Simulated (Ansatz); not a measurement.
```yaml
crystal:
  periodic: [false, false, false]
  atoms:
    - {symbol: C, position_ang: [-1.230175, 0.128871, -0.582224]}
    - {symbol: Si, position_ang: [-0.701236, 0.423318, 1.210029]}
    - {symbol: Si, position_ang: [1.367145, -0.617106, 0.813514]}
    - {symbol: Ge, position_ang: [0.592000, -0.021916, -1.376997]}
    - {symbol: H, position_ang: [-1.720331, -0.844028, -0.679317]}
    - {symbol: H, position_ang: [-1.875634, 0.886482, -1.027334]}
    - {symbol: h, position_ang: [-1.631475, -0.079868, 2.259397]}
    - {symbol: H, position_ang: [-0.480488, 1.879256, 1.440301]}
    - {symbol: H, position_ang: [1.346937, -2.092564, 1.016194]}
    - {symbol: H, position_ang: [2.632620, -0.059436, 1.357844]}
    - {symbol: H, position_ang: [0.687914, -1.015593, -2.549652]}
    - {symbol: H, position_ang: [1.089724, 1.357485, -1.847753]}
basis:
  gaussian: {orbitals: aug-cc-pVTZ, point_charges: [{charge: 0.50, position_ang: [7.356, 0.426, -0.421]}]}
hamiltonian: {xc: {name: wB97X-V}}
output: {forces: true}
```

```sh
$ ansatz run in.yaml --threads 4 --pin off --events-out ev --progress --plain --max-ram 10444MiB
```

(1) How does Ansatz answer? (An estimate is asked.)

## Answers

(1) Ansatz gave: The input was rejected before any iteration.
```
Error: YAML parse error: error: line 10 column 16: `h` is not an element symbol (H … Og, case-exact)
 8 |     - {symbol: H, position_ang: [-1.720331, -0.844028, -0.679317]}
 9 |     - {symbol: H, position_ang: [-1.875634, 0.886482, -1.027334]}
10 |     - {symbol: h, position_ang: [-1.631475, -0.079868, 2.259397]}
11 |     - {symbol: H, position_ang: [-0.480488, 1.879256, 1.440301]}
12 |     - {symbol: H, position_ang: [1.346937, -2.092564, 1.016194]}
```
